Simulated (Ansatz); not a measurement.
Basis-set series for `C[N]=[Ta]([F])([F])[F]`. Total charge 0; spin multiplicity 1. Ta: def2 effective core potential. Geometry: relaxed with PBE0-D4/def2-TZVP.

```tsv
functional	basis	functions	energy (Eh)	HOMO (eV)	LUMO (eV)
PBE0-D4	def2-SVP	117	-450.74552	-7.85	-0.84
PBE0-D4	def2-QZVPP	456	-451.26447	-7.86	-0.85
ωB97M-V	def2-SVP	117	-450.93806	-10.08	0.91
ωB97M-V	def2-QZVPP	456	-451.46896	-10.11	0.40
```

Give the rows for def2-TZVPP. (Estimate.)

Computed: 
| functional | basis | functions | energy (Eh) | HOMO (eV) | LUMO (eV) |
| --- | --- | --- | --- | --- | --- |
| PBE0-D4 | def2-TZVPP | 253 | -451.24259 | -7.84 | -0.83 |
| ωB97M-V | def2-TZVPP | 253 | -451.44843 | -10.09 | 0.77 |

Positive LUMOs are unbound and depend on the basis.
